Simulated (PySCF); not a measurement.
Computed IR spectrum (relative IR intensity) of a molecule C₃H₁₀OSi. The structure is a stationary point at PBE-D3(BJ)/def2-SVP. One conformer was computed; it need not be the lowest. Method: PBE-D3(BJ)/def2-SVP run with PySCF. Frequencies are harmonic and unscaled.

ν (cm⁻¹): 206 (vw), 236 (w), 273 (m), 342 (vw), 421 (w), 614 (w), 618 (m), 837 (w), 879 (vs), 894 (vw), 909 (w), 912 (m), 945 (w), 1076 (m), 1149 (w), 1153 (vw), 1297 (w), 1323 (w), 1416 (vw), 1428 (w), 2152 (m), 2173 (m), 2182 (s), 2939 (w), 2942 (m), 3032 (m), 3068 (w) (against the strongest line: vs over 80 %, s over 45 %, m over 15 %, w over 4 %, vw less)

**Question.** Pick the molecule that these values belong to.
A. C[SiH](C)CO
B. CC[C@H](O)[SiH3]
C. C[C@@H](O)C[SiH3]
D. CC(C)(O)[SiH3]

**Answer.** D, CC(C)(O)[SiH3]
